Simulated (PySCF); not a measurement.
## Structure elucidation problem

An unknown has the formula C5H10BNP2. Its calculated NMR data are:

1H NMR (400 MHz, computed): δ 5.83 (m, 1H), 5.76 (m, 1H), 5.60 (m, 1H), 3.71 (m, 2H), 2.18 (m, 1H), 2.15 (br, 1H), 1.79 (m, 1H), 1.52 (br, 1H), 1.40 (m, 1H).

13C{1H} NMR (computed): δ 141.1 (CH), 132.2 (C), 128.7 (CH2), 31.5 (CH), 15.5 (CH2).

Averaged over atoms made equivalent by symmetry, fast rotation or ring inversion, one computed conformer, no solvent model, no relativistic terms. PBE0-D3(BJ)/def2-SVP structure; shieldings: GIAO PBE0/pcSseg-1; PySCF 2.14.0 with density-fitted response routines.

Scale: 1H (σ = 31.27 ppm) and 13C (σ = 184.41 ppm) against TMS (reference shieldings calculated alike).

Problem. Deduce the structure.

Solution. 
- 5 carbon signals for 5 carbons: no two carbons are equivalent.
- Carbon types of the structure: 1 × C, 2 × CH, 2 × CH2, leaving 4 H on heteroatoms.
- δC 141.1: alkene CH; as expected for a trigonal carbon in a double bond.
- δC 132.2: nitrile carbon; C≡N carbons fall here, among the sp2 signals but without a proton.
- δC 128.7: terminal =CH2 carbon; the olefinic region.
- δC 31.5, 15.5: three-membered-ring carbon.
- δH 5.83, 5.76: hydrogen on a terminal =CH2 carbon; attached to an sp2 carbon and in the plane of the double bond.
- δH 5.60: hydrogen on an alkene CH; a vinylic proton, deshielded by the sp2 carbon and the C=C anisotropy.
- δH 2.18, 1.79, 1.40: hydrogen on a three-membered-ring carbon.

Structure: `C=C[C@@H]1C[P@+]1(P)[BH2-]C#N`.

The shifts were computed for this structure. Such data don't tell enantiomers apart.

Hydrogens on boron are broadened and split by 11B (spin 3/2, 80 %) and 10B (spin 3). A carbon bonded to boron is broadened by the quadrupolar boron nucleus and is often missing from a measured spectrum. Splittings by 31P in the carbon and heteronuclear signals aren't shown, as no couplings were computed. Shifts are as computed. Against solution values, carbons near 30 ppm lie about +2 ppm off and those near 130 ppm about +5 ppm (rms about the fit 1.9 ppm; single classes can miss by 10 ppm). Of 1328 compounds with measured shifts, 309 miss one by over three times the rms of a fit or turn the order of signals round; such compounds aren't used in these exercises. Signals without a measured value on file couldn't be tested in this way; 1H shifts scatter by 0.2 ppm about their fit, and single ones miss by 0.5 ppm. Multiplicities follow the n + 1 count of equivalent neighbours, as no J values were calculated; m marks all less simple cases, F and P coupling included.
